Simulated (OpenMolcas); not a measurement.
Ag2+ in BaF2: curves along the breathing mode

Ag2+ with its 8 nearest fluoride ions, on the Ba site of BaF2 (a = 6.2001 Å, distance in the model lattice 2.685 Å). The rest of the host is ab initio model potentials to 7.6 Å and point charges beyond; the distance is set by hand and nothing relaxes. Ligand basis ANO-RCC-VDZP.

```json
{
  "Program": "OpenMolcas 26.06",
  "Method": "SS-CASPT2, IPEA 0.25 Eh, imaginary shift 0.1 Eh (closed shells correlated: 4s 4p and the ligand valence shells)",
  "Basis": "ANO-RCC-VDZP [6s5p3d1f]",
  "Scalar Hamiltonian": "DKH2, point nucleus",
  "Active space": "9 electrons in 5 orbitals (4d)",
  "State averaging": "2S+1 = 2 even, 5 roots",
  "Spin-orbit coupling": "RASSI with atomic mean-field integrals over the reference wave functions"
}
```

Spin-free energies (labels of O, the rotations of Oh) in cm-1 above the lowest fitted minimum, as all ligands move together:

```csv
R (Å),2T2,2E
2.323,2700,9820
2.377,480,6800
2.432,60,5680
2.487,1190,6260
2.541,3680,8300
2.596,7500,11690
2.651,12400,16270
```

Cubic fits give the following; the wavenumber is harmonic, with the mass of all moving ligands, small differences in it between states hang on the degree of the fit, a number in brackets counts states of one label, and the table is a selection of at most 14 states with clean curves.

| State | R0 (Å) | Breathing mode (cm-1) | Minimum (cm-1) |
| --- | --- | --- | --- |
| 2T2 | 2.420 | 347 | 0 |
| 2E | 2.440 | 352 | 5650 |

The minimum of 2E is shifted by +0.0205 Å against 2T2 (from the unrounded fits). With M = 152.0 u for the moving shell, the Huang-Rhys factor in this mode is S = M ω ΔR² / 2ħ = 0.01483 × 152.0 × 347 × 0.0205² = 0.33. Only the first shell moves, against a rigid host.

Roots that are degenerate in the reference are averaged as groups; the widest CASPT2 spread within a group is 100 cm-1 (the 3-fold group of multiplicity 2 near 0 cm-1 above the lowest state of its run, R = 2.651). Shifts and gaps below about the spread of the groups concerned are not significant. Over all roots computed the reference weight is 0.68 in R = 2.323, 0.68 in R = 2.377, 0.68 in R = 2.432, 0.68 in R = 2.487, 0.68 in R = 2.541, 0.68 in R = 2.596, 0.68 in R = 2.651; a low but even weight reflects the number of correlated electrons. An orbital triplet at a regular site is open to Jahn-Teller coupling, which can distort the site and quench the lowest spin-orbit gaps and is left out. Ligand-to-metal charge-transfer states are missing. With one d shell and no ligand orbital active, 10Dq can be off by a tenth or more. Free-ion shares, where given, are those of the reference states; single-state CASPT2 does not remix them. No measured value stands beside these numbers.
